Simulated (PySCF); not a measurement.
Ga(Vi)(OMe)2, SMILES [CH](=C)[Ga]([O]C)[O]C at its GFN2-xTB optimised geometry (Å):

```
16

Ga    -0.1205    -0.4407     0.0000
C     -1.4229    -1.9846    -0.0009
C     -2.7256    -1.7779    -0.0037
H     -0.9990    -2.9833     0.0004
H     -3.4365    -2.5938    -0.0050
H     -3.1346    -0.7789    -0.0050
O      1.6330    -0.4407     0.0000
C      2.8460    -1.1601    -0.0011
H      3.4048    -0.9196    -0.9097
H      3.4365    -0.8641     0.8703
H      2.6839    -2.2402     0.0356
O     -0.8848     1.1387     0.0000
C     -0.4922     2.4955    -0.0008
H      0.5954     2.6078    -0.0007
H     -0.8977     2.9823    -0.8926
H     -0.8978     2.9833     0.8904
```

Method: PBE0/def2-TZVP (PySCF). Cells within 0.4 Å of a nucleus heavier than hydrogen are left out (blank, or x).

Map of the deformation density (molecule minus spherical neutral atoms) (e/bohr³) on the plane z = 0.0 Å:

```
|1111111111111111111111111111111|
|1111111111111111111111111111111|
|1111111111111111111111111111111|
|1111111111111111111111111111111|
|1111111111111111111111111111111|
|1111111111111100111111111111111|
|1111111111111100111111111111111|
|1111111111112202420111111111111|
|1111111111100xx7940111111111111|
|1111111111100xx3410111111111111|
|1111111111112421111111111111111|
|111111111112xx21111111111111111|
|111111111124xx21111111111111111|
|1111111111122242111111111111111|
|1111111111111221011221111111111|
|1111110011111000012452101111111|
|11111000101111xx012xx2001111111|
|11111145200111xx024xx4112111111|
|1111115830113311112222xx2111111|
|1111113xx33244211111114x0001111|
|1111113xx99xx221111112761011111|
|11111376355xx211111111751111111|
|1111138411158311111111111111111|
|1111001100138311111111011111111|
|1111101111111001111111111111111|
|1111111111110011111111111111111|
|1111111111111111111111111111111|
|1111111111111111111111111111111|
|1111111111111111111111111111111|
|1111111111111111111111111111111|
|1111111111111111111111111111111|
```
Scale: ten equal steps from -0.022 (start of '0') to 0.124 (end of '9'), in the order '0123456789'; x runs from -5.50 to 5.50, y from -5.50 (bottom) to 5.50 (top).
